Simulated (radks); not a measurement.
Results of a calculation; reference values are marked as such.
Spherical quantum dot in the effective-mass picture: electrons in a well V = -V0 / (1 + exp((r - R)/a)) with V0 = 5.88, R = 8.92, a = 0.46, with a point charge +1 (a donor) at the centre, all in effective atomic units (hartree* = m*/eps^2 hartree, bohr* = eps/m* bohr), one dielectric constant everywhere. Level of theory: non-relativistic Kohn-Sham, LDA (Slater exchange, Perdew-Wang correlation), spin-polarised, spherical densities (a radial shooting solver with Libxc functionals). Levels are named by radial order and angular momentum (1s, 1p, 1d, 2s, ...), and open shells are averaged over m. Results are scaled to m* = 0.262 and eps = 9.6, for which hartree* = 77.36 meV and bohr* = 1.939 nm.

N = 11, configuration 1s2 1p6 1d(up 2, down 0) 2s(up 1, down 0). This is the lowest configuration that the search found. Occupied and some empty levels:

| level | occupation | eigenvalue (meV) | <r> (nm) |
|---|---|---|---|
| 1s up | 1 | -339.45 | 7.819 |
| 1s down | 1 | -337.02 | 10.15 |
| 1p up | 3 | -334.78 | 11.29 |
| 1p down | 3 | -333.58 | 11.30 |
| 2s up | 1 | -333.12 | 6.817 |
| 1d up | 2 | -329.71 | 11.70 |
| 1d down | 0 | -328.52 | 11.70 |
| 2s down | 0 | -326.19 | 5.336 |
| 1f up | 0 | -322.85 | 12.03 |
| 1f down | 0 | -321.65 | 12.03 |
| 1g up | 0 | -314.34 | 12.32 |
| 1g down | 0 | -313.14 | 12.33 |
| 2p up | 0 | -309.50 | 8.324 |
| 2p down | 0 | -307.94 | 8.547 |

Energy (meV): total -4399.95, kinetic 149.25, external -5170.4, Hartree 771.30, exchange-correlation -150.11.
